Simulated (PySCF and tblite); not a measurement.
C5H5FO, numbered as in [O:1]=[CH:2]/[CH:3]=[CH:4]\[CH:5]=[CH:6]/[F:7].

The ensemble was built from 90 distance-geometry starts (ETKDG and KDG, MMFF94s, GFN2-xTB) and rests on GFN2-xTB geometries. Energies: PBE0-D3(BJ)/pcSseg-1, with GFN2-xTB thermal terms (modes under about 100 cm⁻¹ blended into free rotors). Symmetry numbers and mirror images are counted. Conformers within 2.5 kcal/mol (GFN2-xTB free energy) were kept, 5 at most. Couplings: B3LYP/6-31G* with pcJ-1 on H, F (gas phase; spin-dipole term only for pairs with B, N, F, Si or P). Couplings are for ¹⁹F, ¹H. H–H couplings come out 0.1 to 0.9 Hz lower than with pcJ-1 on all atoms. Run with PySCF (density fitting) and tblite.

Torsions listed: O1–C2–C3–C4, C3–C4–C5–C6.

```
conformer       shape  weight %
        1    0°, 180°      89.2
        2  180°, 180°      10.8
```

(1) Give the couplings in each conformer and the averages at 298.15 K (pairs that fast motion interchanges averaged).

Computed couplings to fluorine can be off by tens of per cent at such levels.

Results:

(1) 
| coupling | pairs | 1 | 2 | average (Hz) |
| --- | --- | --- | --- | --- |
| ³J(H5,F7) | 1 | 37.9 | 30.4 | 37.1 |
| ²J(H6,F7) | 1 | 90.2 | 88.7 | 90.1 |
| ³J(H2,H3) | 1 | 2.3 | 7.8 | 2.9 |
| ³J(H3,H4) | 1 | 12.1 | 13.4 | 12.3 |
| ³J(H4,H5) | 1 | 11.7 | 12.4 | 11.8 |
| ³J(H5,H6) | 1 | 5.9 | 5.9 | 5.9 |


Conformer gaps in pcSseg-1 on xTB geometries can be 2 kcal/mol off for S=O, P=O and other polar bonds.